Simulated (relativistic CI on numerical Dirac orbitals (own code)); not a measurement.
Computed by Dirac-Coulomb-Breit CI, separate exchange-only KLI orbitals for each configuration, QED by a radiative potential, unscaled Slater integrals (own radial code, finite nucleus).

The strongest absorption lines from the ground level of an ion, among the configurations computed and to levels below about 2540 eV (vacuum wavelength in Å, gf): 4.9848 (1.1), 5.0013 (1.5), 5.0051 (4.7), 5.0111 (2.4), 5.0302 (1.7), 5.2646 (0.48), 5.3283 (0.87), 24.895 (0.74).

Q: Which ion is it?
A. W47+
B. Rn59+
C. Pt51+
D. Pt53+

A: C. Pt51+ has 27 electrons and the ground level 3s2 3p6 3d9 2D_5/2; the strongest line goes to 3s2 3p6 3d8 4f 2F°_7/2. The pattern of lines fixes the number of electrons, and along that sequence the line energies rise steadily with the charge (about as its square where n changes within one kind of shell, about linearly where n is kept but much faster in heavy ions where fine structure, which grows about as Z⁴, sets the gap, and irregularly where shells cross), which fixes Z. Configurations outside the model, such as inner-shell arrays, can give stronger lines. At this charge energies of transitions that change n are usually good to better than 1 %, and those within a shell (Δn = 0) to a few per cent.

LS names give the leading component of a level, which can be under half, so a name can repeat, a term be missing and a line seem to break the LS rules.
